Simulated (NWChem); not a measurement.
System: C₅H₅F; SMILES FC1C=CCC=1

Here is an NWChem input.

```
start job
memory heap 200 mb stack 900 mb global 1100 mb
geometry units angstroms noautoz
  F      0.019646    -2.064338     0.000000
  C     -0.037257    -0.740915     0.000000
  C     -1.148683     0.019423     0.000000
  C     -0.703108     1.446320     0.000000
  C      0.793098     1.368257     0.000000
  C      1.172646     0.074527     0.000000
  H     -2.179722    -0.330047     0.000000
  H     -1.075462     2.001412     0.881517
  H     -1.075462     2.001412    -0.881517
  H      1.450118     2.238822     0.000000
  H      2.186176    -0.328188     0.000000
end
basis spherical
  * library 6-311++g**
end
dft
  xc b3lyp
  iterations 150
  mulliken
end
task dft energy
```

Output (shortened):

```
             Northwest Computational Chemistry Package (NWChem) 7.3.0
             --------------------------------------------------------

 CS  symmetry detected

                             Geometry "geometry" -> ""
                             -------------------------

 Output coordinates in angstroms (scale by  1.889725989 to convert to a.u.)

  No.       Tag          Charge          X              Y              Z
 ---- ---------------- ---------- -------------- -------------- --------------
    1 F                    9.0000     0.02446027    -2.06452760     0.00000000
    2 C                    6.0000    -0.03469302    -0.74120327     0.00000000
    3 C                    6.0000    -1.14741030     0.01724375     0.00000000
    4 C                    6.0000    -0.70426226     1.44489635     0.00000000
    5 C                    6.0000     0.79207432     1.36937763     0.00000000
    6 C                    6.0000     1.17382165     0.07629489     0.00000000
    7 H                    1.0000    -2.17785356    -0.33397894     0.00000000
    8 H                    1.0000    -1.07755960     1.99935439     0.88151700
    9 H                    1.0000    -1.07755960     1.99935439    -0.88151700
   10 H                    1.0000     1.44761305     2.24105857     0.00000000
   11 H                    1.0000     2.18803496    -0.32469611     0.00000000

 Effective nuclear repulsion energy (a.u.)     216.4608864716

      Symmetry information
      --------------------

 Group name             Cs
 Group number              2
 Group order               2
 No. of unique centers    10

                                 NWChem DFT Module
                                 -----------------

 Summary of "ao basis" -> "ao basis" (spherical)
 ------------------------------------------------------------------------------
       Tag                 Description            Shells   Functions and Types
 ---------------- ------------------------------  ------  ---------------------
 F                         6-311++g**               10       22   5s4p1d
 C                         6-311++g**               10       22   5s4p1d
 H                         6-311++g**                5        7   4s1p

      Symmetry analysis of basis
      --------------------------

        a'        121
        a"         46

            General Information
            -------------------
          SCF calculation type: DFT
          Wavefunction type:  closed shell.
          No. of atoms     :    11
          No. of electrons :    44
           Alpha electrons :    22
            Beta electrons :    22
          Charge           :     0
          Spin multiplicity:     1
          Use of symmetry is: on ; symmetry adaption is: on
          Maximum number of iterations: 150
          AO basis - number of functions:   167
                     number of shells:    85
          Convergence on energy requested:  1.00D-06
          Convergence on density requested:  1.00D-05
          Convergence on gradient requested:  5.00D-04

              XC Information
              --------------
                         B3LYP Method XC Potential
                     Hartree-Fock (Exact) Exchange  0.200
                        Slater Exchange Functional  0.800 local
                    Becke 1988 Exchange Functional  0.720 non-local
              Lee-Yang-Parr Correlation Functional  0.810
                  VWN I RPA Correlation Functional  0.190 local

             Grid Information
             ----------------
          Grid used for XC integration:  medium
          Radial quadrature: Mura-Knowles
          Angular quadrature: Lebedev.
          Tag              B.-S. Rad. Rad. Pts. Rad. Cut. Ang. Pts.
          ---              ---------- --------- --------- ---------
          F                   0.50       49          14.0       434
          C                   0.70       49          13.0       434
          H                   0.35       45          15.0       434
          Grid pruning is: on
          Number of quadrature shells:   474
          Spatial weights used:  Erf1

      Superposition of Atomic Density Guess
      -------------------------------------

 Sum of atomic energies:        -290.25255353

      Non-variational initial energy
      ------------------------------

 Total energy =    -294.054622
 1-e energy   =    -823.130713
 2-e energy   =     312.615204
 HOMO         =      -0.250976
 LUMO         =      -0.026192

      Symmetry analysis of molecular orbitals - initial
      -------------------------------------------------

  Numbering of irreducible representations:

     1 a'          2 a"

  Orbital symmetries:

     1 a'          2 a'          3 a'          4 a'          5 a'
     6 a'          7 a'          8 a'          9 a'         10 a'
    11 a'         12 a'         13 a'         14 a"         15 a'
    16 a"         17 a'         18 a'         19 a'         20 a'
    21 a"         22 a"         23 a"         24 a'         25 a'
    26 a'         27 a"         28 a'         29 a'         30 a"
    31 a'         32 a"

     ---------------------------------------------
      Total Density - Mulliken Population Analysis
     ---------------------------------------------

    Atom       Charge   Shell Charges
 -----------   ------   -------------------------------------------------------
    1 F    9     9.29   1.08  0.92  1.18  1.09  2.48  0.87  1.73 -0.04 -0.02  0.00
    2 C    6     6.06   1.10  0.89  0.47  0.78  1.27  0.42  0.50  0.37  0.13  0.13
    3 C    6     5.92   1.10  0.89  0.60  0.82  1.54  0.50  0.84 -0.44  0.01  0.05
    4 C    6     6.75   1.10  0.89  0.57  0.80  1.56  0.47  0.88  0.40  0.01  0.06
    5 C    6     6.06   1.10  0.89  0.57  0.82  1.46  0.51  0.80 -0.19  0.05  0.06
    6 C    6     6.06   1.10  0.89  0.58  0.82  1.50  0.48  0.78 -0.22  0.08  0.06
    7 H    1     0.76   0.23  0.45  0.09 -0.03  0.03
    8 H    1     0.78   0.23  0.43  0.08  0.02  0.02
    9 H    1     0.78   0.23  0.43  0.08  0.02  0.02
   10 H    1     0.77   0.23  0.45  0.09 -0.02  0.02
   11 H    1     0.77   0.23  0.45  0.09 -0.03  0.02

   convergence    iter        energy       DeltaE   RMS-Dens  Diis-err
 ---------------- ----- ----------------- --------- --------- ---------
 d= 0,ls=0.0,diis     1   -293.3363128647 -5.10D+02  1.33D-02  1.03D+00
 d= 0,ls=0.0,diis     2   -293.3727279054 -3.64D-02  6.06D-03  5.52D-01
 d= 0,ls=0.0,diis     3   -293.4031330762 -3.04D-02  2.45D-03  2.02D-01
 d= 0,ls=0.0,diis     4   -293.4219500789 -1.88D-02  8.54D-04  9.20D-03
 d= 0,ls=0.0,diis     5   -293.4230296484 -1.08D-03  1.73D-04  1.59D-03
  Resetting Diis
 d= 0,ls=0.0,diis     6   -293.4231893288 -1.60D-04  6.90D-05  6.15D-05
 d= 0,ls=0.0,diis     7   -293.4231952490 -5.92D-06  3.36D-05  5.66D-06
 d= 0,ls=0.0,diis     8   -293.4231946101  6.39D-07  1.99D-05  1.15D-05
 d= 0,ls=0.0,diis     9   -293.4231959042 -1.29D-06  2.53D-06  1.92D-07
 d= 0,ls=0.0,diis    10   -293.4231959226 -1.84D-08  1.24D-06  1.65D-08

         Total DFT energy =     -293.423195922582
      One electron energy =     -827.872581359883
           Coulomb energy =      357.470846686625
    Exchange-Corr. energy =      -39.482347720953
 Nuclear repulsion energy =      216.460886471629

 Numeric. integr. density =       43.999977196276

                  Occupations of the irreducible representations
                  ----------------------------------------------

                     irrep           alpha         beta
                     --------     --------     --------
                     a'               18.0         18.0
                     a"                4.0          4.0

                       DFT Final Molecular Orbital Analysis
                       ------------------------------------

 Vector   20  Occ=2.000000D+00  E=-3.609891D-01  Symmetry=a'
              MO Center=  1.1D-01, -3.4D-01,  1.2D-15, r^2= 3.4D+00
   Bfn.  Coefficient  Atom+Function         Bfn.  Coefficient  Atom+Function
  ----- ------------  ---------------      ----- ------------  ---------------
     7      0.269146   1 F  px               11      0.247831   1 F  px
    29     -0.202365   2 C  px                3      0.188280   1 F  px
    52     -0.162025   3 C  py               58      0.152181   3 C  s
    25     -0.138194   2 C  px              118      0.131208   6 C  py
    80      0.129150   4 C  s                37      0.125981   2 C  px

 Vector   21  Occ=2.000000D+00  E=-3.059205D-01  Symmetry=a"
              MO Center=  3.2D-01,  2.2D-01,  1.2D-16, r^2= 3.0D+00
   Bfn.  Coefficient  Atom+Function         Bfn.  Coefficient  Atom+Function
  ----- ------------  ---------------      ----- ------------  ---------------
   119      0.245110   6 C  pz              123      0.206652   6 C  pz
    31      0.176900   2 C  pz                9     -0.158839   1 F  pz
   115      0.158103   6 C  pz               13     -0.149953   1 F  pz
    97      0.150233   5 C  pz               35      0.141340   2 C  pz
   101      0.123789   5 C  pz              141     -0.122276   8 H  s

 Vector   22  Occ=2.000000D+00  E=-2.325860D-01  Symmetry=a"
              MO Center= -1.4D-01,  2.1D-01,  4.9D-16, r^2= 2.8D+00
   Bfn.  Coefficient  Atom+Function         Bfn.  Coefficient  Atom+Function
  ----- ------------  ---------------      ----- ------------  ---------------
    57      0.272852   3 C  pz               53      0.267183   3 C  pz
   101     -0.225254   5 C  pz               97     -0.220484   5 C  pz
    31      0.185727   2 C  pz               49      0.174701   3 C  pz
    35      0.166715   2 C  pz               93     -0.143403   5 C  pz
   119     -0.136542   6 C  pz              123     -0.129171   6 C  pz

 Vector   23  Occ=0.000000D+00  E=-3.559314D-02  Symmetry=a"
              MO Center=  1.6D-01,  5.9D-01, -2.7D-15, r^2= 3.7D+00
   Bfn.  Coefficient  Atom+Function         Bfn.  Coefficient  Atom+Function
  ----- ------------  ---------------      ----- ------------  ---------------
   105      0.458481   5 C  pz              101      0.425700   5 C  pz
   127     -0.350466   6 C  pz               57      0.328164   3 C  pz
   123     -0.314553   6 C  pz               61      0.310039   3 C  pz
    97      0.252740   5 C  pz              142     -0.242762   8 H  s
   149      0.242762   9 H  s                35     -0.228312   2 C  pz

 Vector   24  Occ=0.000000D+00  E=-7.746764D-03  Symmetry=a'
              MO Center= -2.6D-01,  2.1D+00,  2.4D-13, r^2= 1.5D+01
   Bfn.  Coefficient  Atom+Function         Bfn.  Coefficient  Atom+Function
  ----- ------------  ---------------      ----- ------------  ---------------
    80     10.373100   4 C  s                58     -5.636176   3 C  s
    36      3.522362   2 C  s               102     -2.778689   5 C  s
   157     -1.844413  10 H  s               103      1.713858   5 C  px
    59     -1.573513   3 C  px               60     -1.216806   3 C  py
   136     -1.210010   7 H  s                82     -1.189213   4 C  py

 Vector   25  Occ=0.000000D+00  E= 1.114621D-02  Symmetry=a'
              MO Center= -3.9D-03,  1.1D+00, -2.3D-13, r^2= 2.1D+01
   Bfn.  Coefficient  Atom+Function         Bfn.  Coefficient  Atom+Function
  ----- ------------  ---------------      ----- ------------  ---------------
    80      6.468929   4 C  s                36      4.787403   2 C  s
    58     -4.273719   3 C  s               102     -3.992950   5 C  s
    59     -3.842401   3 C  px              136     -3.722369   7 H  s
   124     -3.045071   6 C  s               157      3.030529  10 H  s
   164      1.943322  11 H  s               104     -1.768582   5 C  py

     ---------------------------------------------
      Total Density - Mulliken Population Analysis
     ---------------------------------------------

    Atom       Charge   Shell Charges
 -----------   ------   -------------------------------------------------------
    1 F    9     9.17   1.08  0.92  1.18  1.09  2.35  0.89  1.66 -0.00  0.01  0.01
    2 C    6     6.43   1.10  0.89  0.62  0.78  1.44  0.38  0.46  0.45  0.17  0.14
    3 C    6     5.59   1.10  0.89  0.65  0.76  1.48  0.47  0.77 -0.56 -0.02  0.05
    4 C    6     6.76   1.10  0.89  0.65  0.76  1.54  0.40  0.81  0.53  0.02  0.06
    5 C    6     5.96   1.10  0.89  0.64  0.77  1.45  0.48  0.76 -0.23  0.04  0.06
    6 C    6     5.95   1.10  0.89  0.65  0.77  1.47  0.45  0.73 -0.25  0.08  0.06
    7 H    1     0.81   0.27  0.48  0.07 -0.04  0.03
    8 H    1     0.85   0.27  0.47  0.07  0.02  0.02
    9 H    1     0.85   0.27  0.47  0.07  0.02  0.02
   10 H    1     0.82   0.27  0.48  0.07 -0.03  0.03
   11 H    1     0.81   0.27  0.48  0.07 -0.04  0.03

     -------------------------------------------
      Total Density - Lowdin Population Analysis
     -------------------------------------------

    Atom       Charge   Shell Charges
 -----------   ------   -------------------------------------------------------
    1 F    9     9.09   1.03  0.96  1.19  0.96  2.30  0.63  1.55  0.13  0.32  0.01
    2 C    6     6.00   1.05  0.92  0.61  0.50  1.40  0.23  0.81  0.05  0.13  0.30
    3 C    6     6.08   1.05  0.92  0.63  0.50  1.46  0.27  0.94  0.05  0.14  0.12
    4 C    6     6.06   1.05  0.92  0.63  0.48  1.46  0.26  0.94  0.05  0.13  0.14
    5 C    6     6.05   1.05  0.93  0.62  0.50  1.42  0.28  0.93  0.05  0.14  0.13
    6 C    6     6.04   1.05  0.93  0.62  0.50  1.43  0.27  0.92  0.05  0.14  0.13
    7 H    1     0.94   0.27  0.42  0.15  0.03  0.07
    8 H    1     0.93   0.27  0.42  0.14  0.03  0.07
    9 H    1     0.93   0.27  0.42  0.14  0.03  0.07
   10 H    1     0.95   0.27  0.42  0.15  0.03  0.07
   11 H    1     0.94   0.27  0.42  0.15  0.03  0.07

     Multipole analysis of the density
     ---------------------------------

     L   x y z        total         alpha         beta         nuclear
     -   - - -        -----         -----         ----         -------
     0   0 0 0      0.000000    -22.000000    -22.000000     44.000000

     1   1 0 0     -0.042575     -0.021287     -0.021287      0.000000
     1   0 1 0      0.799412      0.399706      0.399706     -0.000000
     1   0 0 1      0.000000      0.000000      0.000000      0.000000

     2   2 0 0    -23.477503    -77.567127    -77.567127    131.656752
     2   1 1 0     -0.513431      0.684171      0.684171     -1.881773
     2   1 0 1      0.000000      0.000000      0.000000      0.000000
     2   0 2 0    -26.492038   -153.776583   -153.776583    281.061128
     2   0 1 1     -0.000000     -0.000000     -0.000000      0.000000
     2   0 0 2    -27.410993    -16.480472    -16.480472      5.549950
```

Level: B3LYP/6-311++G** (spherical d). Geometry: optimised at PBE0/def2-SVP.
